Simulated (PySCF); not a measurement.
**Calcium: a sound run and one with changed settings**

Sound run: Ca [Ar] 4s2, Ca+ [Ar] 4s1. Calculation: PySCF 2.14, in aug-cc-pVDZ-X2C (6s5p3d, 36 functions); scalar relativity by spin-free X2C-1e. In the sound run the correlated levels freeze [Ar]. The sound run starts from symmetry-adapted Hartree-Fock orbitals and uses a fine grid where one is needed.

Changed run: the non-relativistic Hamiltonian (point nucleus). This setting is unsound on purpose.

| species | method | sound run (hartree) | changed run (hartree) | converged |
| --- | --- | --- | --- | --- |
| Ca | UHF | -679.62922 | -676.04185 | yes |
| Ca | MN15 | -680.66600 | -677.07871 | yes |
| Ca | TPSS | -680.46433 | -676.87704 | yes |
| Ca | MP2 | -679.64677 | -676.05941 | yes |
| Ca | CCSD(T) | -679.65715 | -676.06986 | yes |
| Ca+ | UHF | -679.44009 | -675.85385 | yes |
| Ca+ | MN15 | -680.43311 | -676.84720 | yes |
| Ca+ | TPSS | -680.24289 | -676.65687 | yes |

Ionisation energy of Ca:

| method | sound run (eV) | changed run (eV) |
| --- | --- | --- |
| UHF | 5.147 | 5.116 |
| MN15 | 6.337 | 6.300 |
| TPSS | 6.026 | 5.991 |
| MP2 | 5.624 | 5.594 |
| SCS-MP2 | 5.720 | 5.689 |
| CCSD | 5.907 | 5.878 |
| CCSD(T) | 5.907 | 5.878 |
| CCSDT | 5.907 | 5.878 |
| FCI | 5.907 | 5.878 |

Most of the change in total energy is the relativistic energy itself. On top of that the contraction fixes the core shape for the Hamiltonian it was made with, so the changed run is not a good calculation with the other Hamiltonian either.

For comparison, NIST gives 6.113 eV between the lowest levels.
